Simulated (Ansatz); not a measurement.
H2AlFSi, SMILES `F[Si][AlH2]` (singlet; the order of the spin states depends on the level) (charge 0, multiplicity 1). This singlet lies 0.29 eV below the relaxed triplet at the level frozen-core CCSD(T)/cc-pVTZ // PBE0-D3(BJ)/def2-TZVP (Ansatz, an electronic-structure program); other levels give the other order.

Z-matrix (Å, degrees):
```
Al
H 1 1.5987
H 1 1.5989 2 116.70
Si 1 2.5894 2 121.75 3 -179.91
F 4 1.6285 1 94.59 2 -90.14
```
Charge 0, spin multiplicity 1.

Frozen-core energies in cc-pVDZ from Ansatz at a geometry from PBE0-D3(BJ)/def2-TZVP; the HF reference has <S^2> = 0.00 (restricted, and unstable towards unrestricted orbitals) and the T1 diagnostic is 0.017.

```json
[
 {"level": "HF", "energy (Ha)": "-631.42793"},
 {"level": "MP2", "energy (Ha)": "-631.75340"},
 {"level": "CCSD", "energy (Ha)": "-631.79013"},
 {"level": "CCSD(T)", "energy (Ha)": "-631.79804"}
]
```

### Question
Estimate the energies of CCSDT and CCSDT(Q), and give each level's difference from CCSDT(Q).

### Answer

```json
[
 {"level": "MP2", "energy (Ha)": "-631.75340", "difference from CCSDT(Q) (mHa)": "46.57"},
 {"level": "CCSD", "energy (Ha)": "-631.79013", "difference from CCSDT(Q) (mHa)": "9.84"},
 {"level": "CCSD(T)", "energy (Ha)": "-631.79804", "difference from CCSDT(Q) (mHa)": "1.93"},
 {"level": "CCSDT", "energy (Ha)": "-631.79916", "difference from CCSDT(Q) (mHa)": "0.81"},
 {"level": "CCSDT(Q)", "energy (Ha)": "-631.79997", "difference from CCSDT(Q) (mHa)": "0.00"}
]
```
